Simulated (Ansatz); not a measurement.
A geometry relaxed with B3LYP-D3(BJ)/def2-TZVP (Ansatz, a program for electronic structure), charge 0, multiplicity 1:

```xyz
9

H     -2.8795    -0.6379     0.6835
C     -1.0875    -0.1551    -0.0734
H      2.2998     1.4773    -0.5044
H      2.6063    -0.8950    -0.7365
Si     1.9136     0.1567     0.0449
N     -2.4113    -0.3379    -0.1587
H      2.3695     0.0695     1.4518
C      0.1177    -0.0319    -0.0273
H     -2.9287     0.3543    -0.6798
```

Question: Write the SMILES of this molecule.

Answer: `NC#C[SiH3]`
